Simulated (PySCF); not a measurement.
Isomers of C5H13FO2Si2, mass 180.044 u with the commonest isotopes. Method used: PBE0/pcSseg-1 in PySCF (dipole) on a GFN2-xTB geometry, gas phase. One conformer each, none proved a minimum here; rigid rotors.

**Question.** Order these by radius of gyration √(Σ m r²/M), largest first.
A. `[CH3:1][O:2][Si:3]([CH3:4])([CH3:5])[SiH2:6][C@@H:7]([F:8])[CH:9]=[O:10]` with C1–O2–Si3–C4 50°, O2–Si3–Si6–C7 -39°, Si3–Si6–C7–F8 168°, Si6–C7–C9–O10 66°
B. `[CH3:1][O:2][C:3](=[O:4])[C:5]([SiH3:6])([SiH3:7])[CH2:8][CH2:9][F:10]` with C1–O2–C3–O4 -5°, O2–C3–C5–Si6 -170°, C3–C5–C8–C9 -66°, C5–C8–C9–F10 60°
C. `[Si@@H]1(F)O[C@@H](C(C)(C)C)[SiH2]O1`

**Answer.** A (2.430 Å), C (2.265 Å), B (2.207 Å).

**Question.** Order these by rotational constant A, smallest first.
A. `[CH3:1][O:2][C:3](=[O:4])[C:5]([SiH3:6])([SiH3:7])[CH2:8][CH2:9][F:10]` with C1–O2–C3–O4 -5°, O2–C3–C5–Si6 -170°, C3–C5–C8–C9 -66°, C5–C8–C9–F10 60°
B. `CC(C)(C)[C@@H]1O[Si@@H](F)O[SiH2]1`
C. `[CH3:1][O:2][Si:3]([CH3:4])([CH3:5])[SiH2:6][C@@H:7]([F:8])[CH:9]=[O:10]` with C1–O2–Si3–C4 50°, O2–Si3–Si6–C7 -39°, Si3–Si6–C7–F8 168°, Si6–C7–C9–O10 66°

**Answer.** A (1008 MHz), C (1299 MHz), B (1714 MHz).

**Question.** Order these by rotational constant B, largest first.
A. `CC(C)(C)[C@@H]1O[Si@@H](F)O[SiH2]1`
B. `[CH3:1][O:2][C:3](=[O:4])[C:5]([SiH3:6])([SiH3:7])[CH2:8][CH2:9][F:10]` with C1–O2–C3–O4 -5°, O2–C3–C5–Si6 -170°, C3–C5–C8–C9 -66°, C5–C8–C9–F10 60°
C. `[CH3:1][O:2][Si:3]([CH3:4])([CH3:5])[SiH2:6][C@@H:7]([F:8])[CH:9]=[O:10]` with C1–O2–Si3–C4 50°, O2–Si3–Si6–C7 -39°, Si3–Si6–C7–F8 168°, Si6–C7–C9–O10 66°

**Answer.** B (907.6 MHz), A (715.1 MHz), C (605.3 MHz).

```
                            SMILES  point group  Ia (u·Å²)  Ib (u·Å²)  Ic (u·Å²)      κ  μa (D)  μb (D)  μc (D)
    CO[Si](C)(C)[SiH2][C@@H](F)C=O           C1     389.09     834.92     902.34  -0.88    2.45    0.19    0.41
       COC(=O)C([SiH3])([SiH3])CCF           C1     501.38     556.82     696.13   0.29    0.15    0.03    2.55
CC(C)(C)[C@@H]1O[Si@@H](F)O[SiH2]1           C1     294.87     706.74     845.87  -0.79    2.85    0.71    0.39
```
